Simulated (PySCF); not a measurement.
arsine cation (AsH3), SMILES [AsH3] (connectivity only; charge and spin as stated), charge +1, multiplicity 2. Coordinates come from a PBE-D3(BJ)/def2-TZVPD optimisation. The multiplicity is an assumed one; other spin states were not compared.

The numbers are results of PBE-D3(BJ)/def2-TZVPD (PySCF), not measurements.

Harmonic wavenumbers (cm⁻¹): 667, 888, 888, 2198, 2271, 2271. Rotational constants (GHz): 136.3, 136.3, 79.68; symmetry number 3.

### Question
Work out the zero-point energy and the ideal-gas rigid-rotor harmonic-oscillator thermochemistry at 298.15 K and 1 atm.

### Answer
ZPE = ½ Σ hcν = ½ × 9184 cm⁻¹ = 13.13 kcal/mol. H − E(el) = 15.65 kcal/mol. Entropy in cal/(mol K): translation 38.98, rotation 13.85, vibration 0.64, spin 1.38, total 54.85. G − E(el) = -0.70 kcal/mol. Cp = 9.89 cal/(mol K).
